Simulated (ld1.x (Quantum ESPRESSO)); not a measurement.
## copper (Cu): what ld1.x (Quantum ESPRESSO) 7.5 does with a changed input

Command:

```bash
ld1.x < Cu.in > Cu.out
```

Input:

```
&input
   title='Cu', zed=29., rel=1, dft='GGA', iswitch=3,
   config='[Ar] 3d10 4s1 4p0 4f-2',
   nld=4, rlderiv=1.55, eminld=-10.0, emaxld=5.0, deld=0.04
 /
 &inputp
   pseudotype=2, tm=.false., rho0=0.01, lloc=0,
   nlcc=.false.,
   file_pseudopw='Cu.UPF', file_wfcaegen='ae.wfc', file_wfcncgen='nc.wfc', file_beta='beta', file_chi='chi'
 /
4
3P  2  1   6.00   0.00  1.10  1.10  0.0
3D  3  2  10.00   0.00  1.40  1.40  0.0
4F  4  3  -2.00   0.10  1.15  1.15  0.0
3S  1  0   2.00   0.00  0.80  0.80  0.0
 &test
   configts(1)='3s2 3p6 3d10 4s1 4p0'
 /
```

This is an input that runs to its end, with one change: functional typed as GGA.

Q: How does the run end?

A: The program refuses the input: "set_dft_from_name: GGA: unrecognized dft".

```
Program LD1 v.7.5

 %%%%%%%%%%%%%%%%%%%%%%%%%%%%%%%%%%%%%%%%%%%%%%%%%%%%%%%%%%%%%%%%%%%%%%%%%%%%%%
     Error in routine set_dft_from_name (1):
     GGA: unrecognized dft
 %%%%%%%%%%%%%%%%%%%%%%%%%%%%%%%%%%%%%%%%%%%%%%%%%%%%%%%%%%%%%%%%%%%%%%%%%%%%%%

     stopping ...
```
